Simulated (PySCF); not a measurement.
# A computed series [M(OH)3]+

Computed with PySCF 2.14.0, PBE0, def2-SVP on the ligands, density fitting, scalar-relativistic core potentials, no spin-orbit coupling, vacuum. Each member is relaxed from one template within its symmetry. Distances are means of the shortest metal–ligand contacts, charges and spins Mulliken's; removal energies are rigid, with the ligand's formal charge and no counterpoise, so too large; for an anion taken off a cation in vacuum most of it is the attraction of opposite charges, and multiply charged cations can part far more cheaply with an electron moved from ligand to metal. lcecp potentials hold a fixed number of 4f electrons in the core, out of states, spins and gaps.

```tsv
metal	basis on the metal	point group	M–OH (Å)	charge on M (e)	removal of one OH (eV)	strongest infrared band, degenerate modes summed (cm⁻¹)	unstable modes (below −25 cm⁻¹)
Dy	lcecp-2-SVP with ECP54	C3v	1.916	1.52	18.63	3906	0
Hf	def2-SVP with ECP60	C3v	1.875	1.43	19.09	3935	0
```

Q: Order these by the M–OH distance, lowest first.
A. Ce, lcecp-2-SVP with ECP46
B. Nd, lcecp-2-SVP with ECP48
C. Tb, lcecp-2-SVP with ECP53
D. Pr, lcecp-2-SVP with ECP47
E. Pb, def2-SVP with ECP60

A: C (1.924), B (1.979), D (1.992), A (1.999), E (2.032).

Q: What else do they give?

A: 
```tsv
metal	basis on the metal	point group	M–OH (Å)	charge on M (e)	removal of one OH (eV)	strongest infrared band, degenerate modes summed (cm⁻¹)	unstable modes (below −25 cm⁻¹)
Ce	lcecp-2-SVP with ECP46	C3v	1.999	1.67	17.75	3897	0
Pr	lcecp-2-SVP with ECP47	C3v	1.992	1.56	17.92	3895	0
Nd	lcecp-2-SVP with ECP48	C3v	1.979	1.57	18.01	3895	0
Tb	lcecp-2-SVP with ECP53	C3v	1.924	1.54	18.54	3901	0
Pb	def2-SVP with ECP60	C3h	2.032	1.30	19.22	3753	0
```

From Ce to Dy the M–OH distance shrinks by 0.08 Å, the lanthanide contraction, and the energy to remove one OH rises by 0.88 eV.

Moved off a saddle point of the template and relaxed again: Pb. One start shape was tried for each, so a minimum needn't be the lowest isomer. Oxidation states forced by the potential, rare, strongly oxidising or of another configuration in reality: [Pr(OH)3]+, [Nd(OH)3]+, [Tb(OH)3]+, [Dy(OH)3]+.
